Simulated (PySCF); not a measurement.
A PySCF script (with the pyscf-properties extension) for the NMR shieldings of `CCN(C)P(C)CP`, C₅H₁₅NP₂, on a PBE0-D3(BJ)/def2-SVP geometry:

```python
import basis_set_exchange as bse
import numpy as np
from pyscf import gto, dft
from pyscf.prop import nmr

atoms = """
C     2.700305   -0.469632   -0.777563
C     1.689388   -0.657640    0.350572
N     0.568340    0.266942    0.377194
C     0.946081    1.611961    0.764762
P    -0.531920    0.239995   -1.001794
C    -0.804229   -1.578495   -1.151093
C    -2.129285    0.629896   -0.113732
P    -2.532944    2.450343   -0.087418
H     3.517334   -1.202926   -0.694367
H     2.231137   -0.600200   -1.766184
H     3.150782    0.534352   -0.757546
H     1.300725   -1.687827    0.330822
H     2.205282   -0.559535    1.322285
H     1.602319    2.135682    0.039030
H     0.051808    2.238990    0.903353
H     1.473301    1.578048    1.732635
H    -1.027492   -2.046352   -0.179020
H     0.067307   -2.071346   -1.605398
H    -1.657877   -1.728948   -1.828947
H    -2.927512    0.056116   -0.609991
H    -2.028655    0.267906    0.922699
H    -3.917529    2.332172    0.249661
H    -2.794204    2.595273   -1.484106
"""
names = dict.fromkeys(["C", "N", "P", "H"], "pcSseg-1")
basis = {el: gto.basis.parse(bse.get_basis(n, elements=[el], fmt="nwchem")) for el, n in names.items()}
mol = gto.M(atom=atoms, basis=basis, charge=0, verbose=0)
mf = dft.RKS(mol, xc="PBE0")
mf.grids.level = 2
mf.grids.alignment = dft.numint.BLKSIZE   # the property module wants whole blocks of grid points
mf.conv_tol = 1e-9
mf.kernel()

calc = nmr.RKS(mf)   # GIAO
C = mf.mo_coeff
Co = C[:, mf.mo_occ > 0]
resp = mf.gen_response(singlet=True, hermi=2)
def vind(x):   # induced exchange potential for any number of trial vectors
    d = np.einsum("pi,xij,qj->xpq", C, 2 * x.reshape(-1, C.shape[1], Co.shape[1]), Co, optimize=True)
    return np.einsum("xpq,pi,qj->xij", resp(d - d.transpose(0, 2, 1)), C, Co, optimize=True).ravel()
mo1, _ = nmr.rhf.solve_mo1(calc, with_cphf=vind)
sigma = calc.kernel(mo1)
for i, s in enumerate(sigma):   # ppm
    print("%2d %-2s %9.2f" % (i, mol.atom_pure_symbol(i), np.trace(s) / 3))
```

**Question.** Give the expected output.

**Answer.** 
```
 0 C     175.28
 1 C     135.07
 2 N     217.61
 3 C     144.20
 4 P     263.87
 5 C     165.82
 6 C     160.50
 7 P     477.96
 8 H      30.99
 9 H      30.45
10 H      29.81
11 H      28.23
12 H      28.78
13 H      28.63
14 H      28.04
15 H      29.19
16 H      29.87
17 H      29.83
18 H      30.54
19 H      29.45
20 H      29.94
21 H      27.74
22 H      28.08
```

These numbers come from an equivalent density-fitted implementation of the same equations, which agrees with the script to about 0.01 ppm for H and up to a few tenths of a ppm for heavy atoms, so last digits may differ.

Size and cost of the density-fitted run: 225 basis functions, 46 s wall time on 1 thread of an Arm Neoverse V1, shared host; peak memory 1.1 GiB.
